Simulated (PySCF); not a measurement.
# Nuclear quadrupole coupling in `BC(B)C1CCC1`

Species: C5H12B2.
Z-matrix (Å and degrees, PBE0-D3(BJ)/def2-SVP geometry), rows numbered from 1:
```
B 
C   1  1.5548
B   2  1.5552  1  105.49
C   2  1.5168  1  117.87  3   133.78
C   4  1.5442  2  120.12  1   169.70
C   5  1.5396  4   88.41  2  -143.79
C   6  1.5397  5   88.29  4    19.74
H   1  1.2092  2  120.61  3    59.19
H   1  1.2114  2  120.53  3  -120.32
H   2  1.1196  1   99.87  3  -102.89
H   3  1.2092  2  120.56  1   -58.66
H   3  1.2114  2  120.51  1   121.03
H   4  1.1033  2  108.65  1   -63.74
H   5  1.1007  4  118.28  2    94.16
H   5  1.1030  4  110.68  2   -31.67
H   6  1.1001  5  118.13  4   141.00
H   6  1.1010  5  111.41  4   -92.64
H   7  1.1030  4  110.69  2    31.62
H   7  1.1007  4  118.27  2   -94.24
```

Field gradients from the PBE0/pcSseg-1 density (PySCF, non-relativistic), principal values in atomic units, ordered |Vxx| ≤ |Vyy| ≤ |Vzz|:

```tsv
atom	Vxx	Vyy	Vzz
B1	-0.2838	-0.3118	0.5955
B3	-0.2833	-0.3123	0.5956
```

Problem. Find the asymmetry η = (Vxx − Vyy)/Vzz and the couplings χ = eQV/h (234.96 MHz × Q in barn × V in au), with Q(11B) = 0.04059 b.

Solution. 
| atom | environment | nucleus | η | χzz (MHz) | χxx (MHz) | χyy (MHz) |
| --- | --- | --- | --- | --- | --- | --- |
| B1 | three-coordinate boron | 11B | 0.05 | 5.68 | -2.71 | -2.97 |
| B3 | three-coordinate boron | 11B | 0.05 | 5.68 | -2.70 | -2.98 |

Problem. What is Vzz at B1 in SI units (1 au = 9.71736 × 10²¹ V/m²)?

Solution. 0.5955 au = 5.787 × 10²¹ V/m².

Were the hydrogens deuterons (Q(2H) = 0.00286 b), χzz would run from 133 kHz (H12, H9, H11 and H8) to 198 kHz (H16, H19 and H14).

Geometry: PBE0-D3(BJ)/def2-SVP, one conformer, isolated molecule. With so small a basis the couplings can be 20 % off.
